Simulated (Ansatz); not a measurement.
Stretching the O3–H4 bond in CdFHO (SMILES [OH][Cd][F]) (multiplicity 1 held, fragments rigid). Energies count from the point at 0.964 Å.
Geometry at that point (charge 0, multiplicity 1):
```json
[
 {"atom": "Cd", "x (Å)": "0.0086", "y (Å)": "0.0063", "z (Å)": "-0.0013"},
 {"atom": "F", "x (Å)": "1.2551", "y (Å)": "0.9206", "z (Å)": "-1.1752"},
 {"atom": "O", "x (Å)": "-1.3176", "y (Å)": "-0.9670", "z (Å)": "1.0769"},
 {"atom": "H", "x (Å)": "-1.1661", "y (Å)": "-0.8520", "z (Å)": "2.0216"}
]
```

R- and RO- levels are restricted; in cc, def2 and unpolarised 6-31G sets they are followed outwards from rest. U- levels take the lowest unrestricted solution at each point, which mixes spins at long bonds. Active spaces are followed from a long bond inwards. Curves can end on different states.

Correlated levels freeze the cores.

Codes used: Ansatz (Gaussian basis) for Hartree–Fock, density functionals and correlated methods. Each number belongs to the level named beside it. In def2 rows elements past Kr take small-core potentials, without spin–orbit coupling.

Energies in kJ/mol.

```json
[
 {"R (Å)": "0.771", "R-MP2/def2-TZVPP": "148", "U-CCSD(T)/def2-TZVPP": "145", "CASSCF(4,3)/def2-TZVPP": "142", "SC-NEVPT2 on CASSCF(4,3)/def2-TZVPP": "165", "FIC-MRCISD+Q on CASSCF(4,3)/def2-TZVPP": "142"},
 {"R (Å)": "0.867", "R-MP2/def2-TZVPP": "28", "U-CCSD(T)/def2-TZVPP": "27", "CASSCF(4,3)/def2-TZVPP": "26", "SC-NEVPT2 on CASSCF(4,3)/def2-TZVPP": "33", "FIC-MRCISD+Q on CASSCF(4,3)/def2-TZVPP": "25"},
 {"R (Å)": "0.964", "R-MP2/def2-TZVPP": "0", "U-CCSD(T)/def2-TZVPP": "0", "CASSCF(4,3)/def2-TZVPP": "0", "SC-NEVPT2 on CASSCF(4,3)/def2-TZVPP": "0", "FIC-MRCISD+Q on CASSCF(4,3)/def2-TZVPP": "0"},
 {"R (Å)": "1.060", "R-MP2/def2-TZVPP": "20", "U-CCSD(T)/def2-TZVPP": "20", "CASSCF(4,3)/def2-TZVPP": "20", "SC-NEVPT2 on CASSCF(4,3)/def2-TZVPP": "18", "FIC-MRCISD+Q on CASSCF(4,3)/def2-TZVPP": "22"},
 {"R (Å)": "1.156", "R-MP2/def2-TZVPP": "63", "U-CCSD(T)/def2-TZVPP": "63", "CASSCF(4,3)/def2-TZVPP": "61", "SC-NEVPT2 on CASSCF(4,3)/def2-TZVPP": "61", "FIC-MRCISD+Q on CASSCF(4,3)/def2-TZVPP": "66"},
 {"R (Å)": "1.301", "R-MP2/def2-TZVPP": "146", "U-CCSD(T)/def2-TZVPP": "144", "CASSCF(4,3)/def2-TZVPP": "136", "SC-NEVPT2 on CASSCF(4,3)/def2-TZVPP": "145", "FIC-MRCISD+Q on CASSCF(4,3)/def2-TZVPP": "149"},
 {"R (Å)": "1.445", "R-MP2/def2-TZVPP": "232", "U-CCSD(T)/def2-TZVPP": "228", "CASSCF(4,3)/def2-TZVPP": "207", "SC-NEVPT2 on CASSCF(4,3)/def2-TZVPP": "230", "FIC-MRCISD+Q on CASSCF(4,3)/def2-TZVPP": "231"},
 {"R (Å)": "1.686", "R-MP2/def2-TZVPP": "361", "U-CCSD(T)/def2-TZVPP": "346", "CASSCF(4,3)/def2-TZVPP": "300", "SC-NEVPT2 on CASSCF(4,3)/def2-TZVPP": "350", "FIC-MRCISD+Q on CASSCF(4,3)/def2-TZVPP": "342"},
 {"R (Å)": "1.927", "R-MP2/def2-TZVPP": "464", "U-CCSD(T)/def2-TZVPP": "432", "CASSCF(4,3)/def2-TZVPP": "359", "SC-NEVPT2 on CASSCF(4,3)/def2-TZVPP": "430", "FIC-MRCISD+Q on CASSCF(4,3)/def2-TZVPP": "415"},
 {"R (Å)": "2.216", "R-MP2/def2-TZVPP": "552", "U-CCSD(T)/def2-TZVPP": "482", "CASSCF(4,3)/def2-TZVPP": "396", "SC-NEVPT2 on CASSCF(4,3)/def2-TZVPP": "482", "FIC-MRCISD+Q on CASSCF(4,3)/def2-TZVPP": "462"},
 {"R (Å)": "2.602", "R-MP2/def2-TZVPP": "617", "U-CCSD(T)/def2-TZVPP": "499", "CASSCF(4,3)/def2-TZVPP": "415", "SC-NEVPT2 on CASSCF(4,3)/def2-TZVPP": "510", "FIC-MRCISD+Q on CASSCF(4,3)/def2-TZVPP": "487"},
 {"R (Å)": "3.084", "R-MP2/def2-TZVPP": "633", "U-CCSD(T)/def2-TZVPP": "503", "CASSCF(4,3)/def2-TZVPP": "421", "SC-NEVPT2 on CASSCF(4,3)/def2-TZVPP": "519", "FIC-MRCISD+Q on CASSCF(4,3)/def2-TZVPP": "496"}
]
```

Doubts at one or more of the structures used: a restricted determinant that unrestricted orbitals would lower (R-MP2/def2-TZVPP); a spin-contaminated determinant (U-CCSD(T)/def2-TZVPP); T1 above 0.05 (U-CCSD(T)/def2-TZVPP); the program's own flag: other amplitudes (U-CCSD(T)/def2-TZVPP); active orbitals that take no part (CASSCF(4,3)/def2-TZVPP, SC-NEVPT2 on CASSCF(4,3)/def2-TZVPP, FIC-MRCISD+Q on CASSCF(4,3)/def2-TZVPP).

Ansatz is an electronic-structure program.
